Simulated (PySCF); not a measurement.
# Assigning NMR signals

Geometry:
```json
{"atom": "C1", "x (Å)": "3.372", "y (Å)": "0.171", "z (Å)": "-0.251"}
{"atom": "O2", "x (Å)": "2.081", "y (Å)": "0.732", "z (Å)": "-0.087"}
{"atom": "C3", "x (Å)": "1.071", "y (Å)": "-0.137", "z (Å)": "-0.116"}
{"atom": "O4", "x (Å)": "1.207", "y (Å)": "-1.327", "z (Å)": "-0.271"}
{"atom": "C5", "x (Å)": "-0.238", "y (Å)": "0.510", "z (Å)": "0.063"}
{"atom": "O6", "x (Å)": "-0.249", "y (Å)": "1.850", "z (Å)": "0.227"}
{"atom": "C7", "x (Å)": "-1.485", "y (Å)": "2.317", "z (Å)": "0.379"}
{"atom": "P8", "x (Å)": "-2.737", "y (Å)": "1.148", "z (Å)": "0.335"}
{"atom": "C9", "x (Å)": "-1.471", "y (Å)": "-0.089", "z (Å)": "0.087"}
{"atom": "C10", "x (Å)": "-1.733", "y (Å)": "-1.551", "z (Å)": "-0.072"}
{"atom": "H11", "x (Å)": "3.460", "y (Å)": "-0.333", "z (Å)": "-1.225"}
{"atom": "H12", "x (Å)": "3.582", "y (Å)": "-0.566", "z (Å)": "0.538"}
{"atom": "H13", "x (Å)": "4.079", "y (Å)": "1.006", "z (Å)": "-0.189"}
{"atom": "H14", "x (Å)": "-1.533", "y (Å)": "3.399", "z (Å)": "0.514"}
{"atom": "H15", "x (Å)": "-1.231", "y (Å)": "-2.128", "z (Å)": "0.719"}
{"atom": "H16", "x (Å)": "-1.328", "y (Å)": "-1.922", "z (Å)": "-1.024"}
{"atom": "H17", "x (Å)": "-2.810", "y (Å)": "-1.766", "z (Å)": "-0.035"}
```

[PySCF 2.14: structure optimised with PBE0-D3(BJ)/def2-SVP; σ from GIAO-PBE0/pcSseg-1; non-relativistic Hamiltonian; one conformer; equivalent nuclei averaged; isolated molecule]

Shifts are taken against calculated references (same method and geometry level): TMS for $^{13}$C (σref 184.41) and $^{1}$H (σref 31.27).

Question: Assign these signals to the numbered atoms. $^{13}$C{$^{1}$H} NMR (computed): δ 188.5, 163.1, 161.6, 150.1, 51.9, 17.2.

Answer: 
| δ (ppm) | atoms | environment | reason |
| --- | --- | --- | --- |
| 188.5 | C7 | ring CH next to a ring phosphorus | – |
| 163.1 | C3 | ester carbonyl carbon | lone-pair donation from the attached heteroatom keeps it upfield of a ketone carbonyl |
| 161.6 | C9 | ring carbon next to a ring phosphorus | – |
| 150.1 | C5 | substituted aromatic carbon next to the ring oxygen | – |
| 51.9 | C1 | methyl carbon bonded to O | pulled downfield by the heteroatom |
| 17.2 | C10 | methyl carbon on an aromatic ring | saturated and bonded to C and H only |

C3 and C9 lie closer than the usual error of such a calculation, so a measured spectrum could show them in the other order.

Question: Assign these signals to the numbered atoms. $^{1}$H NMR (300 MHz, computed): δ 8.56 (m, 1H), 3.84 (s, 3H), 2.75 (m, 3H).

Answer: 
| δ (ppm) | atoms | environment | reason |
| --- | --- | --- | --- |
| 8.56 | H14 | hydrogen on a ring CH next to a ring phosphorus | – |
| 3.84 | H11/H12/H13 | hydrogen on a methyl carbon bonded to O | its carbon carries O, which withdraws density |
| 2.75 | H15/H16/H17 | hydrogen on a methyl carbon on an aromatic ring | benzylic-type position, deshielded by the ring |

Splittings by $^{31}$P in the carbon and heteronuclear signals aren't shown, as no couplings were computed. Shifts are as computed. Against solution values, carbons near 30 ppm lie about +2 ppm off and those near 130 ppm about +5 ppm (rms about the fit 1.9 ppm; single classes can miss by 10 ppm). Of 1328 compounds with measured shifts, 309 miss one by over three times the rms of a fit or turn the order of signals round; such compounds aren't used in these exercises. Signals without a measured value on file couldn't be tested in this way; 1H shifts scatter by 0.2 ppm about their fit, and single ones miss by 0.5 ppm. Multiplicities follow the n + 1 count of equivalent neighbours, as no J values were calculated; m marks all less simple cases, F and P coupling included.
